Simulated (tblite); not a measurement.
Species: C₆H₆O.
SMILES with atom numbers: `[OH:1][C@@:2]12[CH:3]=[CH:4][C@H:5]3[C@@H:6]1[C@@H:7]23` (hydrogens: H8 on O1; H9 on C3; H10 on C4; H11 on C5; H12 on C6; H13 on C7)

Computed with GFN2-xTB (tblite), gas phase: Langevin dynamics at 300 K from the optimised GFN2-xTB geometry, time step 0.5 fs, friction 0.01 fs⁻¹, 2000 steps.

Start geometry:
```
atom  x, y, z in Å
O1      2.159   -0.451    0.196
C2      0.823   -0.119    0.113
C3      0.298    1.224    0.512
C4     -1.019    1.154    0.335
C5     -1.284   -0.221   -0.170
C6     -0.088   -0.682   -0.979
C7     -0.237   -1.161    0.394
H8      2.671    0.176   -0.327
H9      0.912    2.028    0.865
H10    -1.772    1.899    0.500
H11    -2.279   -0.568   -0.398
H12     0.056   -1.158   -1.926
H13    -0.245   -2.120    0.866
```

The statistics below take the 31 frames saved every 25 fs from 250 to 1000 fs; their kinetic temperature (all 3N coordinates) averages 331 K.

Question: How do the bond lengths spread?

Answer: 
```json
{"bond": "O1–C2", "start (Å)": "1.379", "mean (Å)": "1.372", "standard deviation (Å)": "0.030", "shortest (Å)": "1.313", "longest (Å)": "1.444"}
{"bond": "C2–C3", "start (Å)": "1.496", "mean (Å)": "1.499", "standard deviation (Å)": "0.030", "shortest (Å)": "1.433", "longest (Å)": "1.538"}
{"bond": "C3=C4", "start (Å)": "1.330", "mean (Å)": "1.338", "standard deviation (Å)": "0.033", "shortest (Å)": "1.267", "longest (Å)": "1.402"}
{"bond": "C4–C5", "start (Å)": "1.489", "mean (Å)": "1.498", "standard deviation (Å)": "0.035", "shortest (Å)": "1.423", "longest (Å)": "1.575"}
{"bond": "C5–C6", "start (Å)": "1.516", "mean (Å)": "1.519", "standard deviation (Å)": "0.033", "shortest (Å)": "1.457", "longest (Å)": "1.580"}
{"bond": "C6–C7", "start (Å)": "1.462", "mean (Å)": "1.464", "standard deviation (Å)": "0.029", "shortest (Å)": "1.401", "longest (Å)": "1.504"}
{"bond": "C2–C6", "start (Å)": "1.530", "mean (Å)": "1.532", "standard deviation (Å)": "0.030", "shortest (Å)": "1.465", "longest (Å)": "1.619"}
{"bond": "C2–C7", "start (Å)": "1.513", "mean (Å)": "1.541", "standard deviation (Å)": "0.045", "shortest (Å)": "1.454", "longest (Å)": "1.614"}
{"bond": "C5–C7", "start (Å)": "1.516", "mean (Å)": "1.514", "standard deviation (Å)": "0.036", "shortest (Å)": "1.440", "longest (Å)": "1.592"}
{"bond": "O1–H8", "start (Å)": "0.964", "mean (Å)": "0.967", "standard deviation (Å)": "0.023", "shortest (Å)": "0.930", "longest (Å)": "1.024"}
{"bond": "C3–H9", "start (Å)": "1.072", "mean (Å)": "1.078", "standard deviation (Å)": "0.025", "shortest (Å)": "1.031", "longest (Å)": "1.139"}
{"bond": "C4–H10", "start (Å)": "1.072", "mean (Å)": "1.079", "standard deviation (Å)": "0.041", "shortest (Å)": "1.006", "longest (Å)": "1.169"}
{"bond": "C5–H11", "start (Å)": "1.078", "mean (Å)": "1.081", "standard deviation (Å)": "0.022", "shortest (Å)": "1.027", "longest (Å)": "1.128"}
{"bond": "C6–H12", "start (Å)": "1.070", "mean (Å)": "1.074", "standard deviation (Å)": "0.017", "shortest (Å)": "1.040", "longest (Å)": "1.106"}
{"bond": "C7–H13", "start (Å)": "1.068", "mean (Å)": "1.076", "standard deviation (Å)": "0.025", "shortest (Å)": "1.029", "longest (Å)": "1.141"}
```

Question: Give the same statistics for bond angles, one of each kind among heavy atoms.

Answer: 
| angle | start (°) | mean (°) | standard deviation (°) | smallest (°) | largest (°) |
| --- | --- | --- | --- | --- | --- |
| O1–C2–C3 | 122.7 | 122.8 | 4.6 | 113.0 | 130.0 |
| O1–C2–C6 | 122.1 | 121.7 | 4.8 | 110.6 | 133.7 |
| O1–C2–C7 | 120.1 | 121.7 | 4.0 | 115.1 | 128.8 |
| C3–C2–C6 | 108.2 | 107.8 | 2.0 | 103.2 | 111.3 |
| C3–C2–C7 | 108.8 | 107.7 | 2.3 | 103.7 | 112.5 |
| C6–C2–C7 | 57.4 | 56.9 | 1.6 | 53.9 | 60.0 |
| C2–C3–C4 | 105.4 | 106.0 | 1.8 | 102.0 | 109.1 |
| C3–C4–C5 | 105.7 | 105.3 | 2.0 | 100.1 | 109.2 |
| C4–C5–C6 | 108.8 | 108.7 | 2.9 | 103.0 | 114.9 |
| C6–C5–C7 | 57.7 | 57.7 | 1.4 | 55.4 | 60.5 |
| C5–C6–C7 | 61.2 | 61.0 | 2.0 | 56.6 | 64.6 |
| C2–C6–C5 | 88.7 | 89.5 | 1.7 | 86.6 | 94.8 |
| C2–C6–C7 | 60.7 | 61.9 | 2.6 | 56.1 | 68.5 |

Question: How far does each atom move about its mean position (frames aligned on the start, all atoms weighted alike), and what rms force does it feel?

Answer: 
```
atom  rms displacement (Å)  rms force (eV/Å)
  O1                  0.24              1.64
  C2                  0.12              1.82
  C3                  0.10              2.22
  C4                  0.07              2.75
  C5                  0.07              1.68
  C6                  0.09              1.65
  C7                  0.09              1.82
  H8                  0.56              1.03
  H9                  0.20              0.95
 H10                  0.15              1.41
 H11                  0.12              0.89
 H12                  0.18              0.71
 H13                  0.18              0.93
```

The displacements run from 0.07 to 0.56 Å, the largest at H8.

Question: How widely does the potential energy scatter, against a harmonic estimate?

Answer: Mean 0.50 eV above the start, standard deviation 0.127 eV, range 0.22 to 0.76 eV. For 33 classical harmonic modes at 300 K the canonical values are 33kT/2 = 0.43 eV and kT·√(33/2) = 0.105 eV.

The run is classical and short, so these are rough statistics of one trajectory.

The cost below is that of the whole dynamics run. The run took 14 s on Intel Xeon Platinum 8259CL at 2.50 GHz, one thread, shared host, and the process peaked at 0.18 GiB of memory.
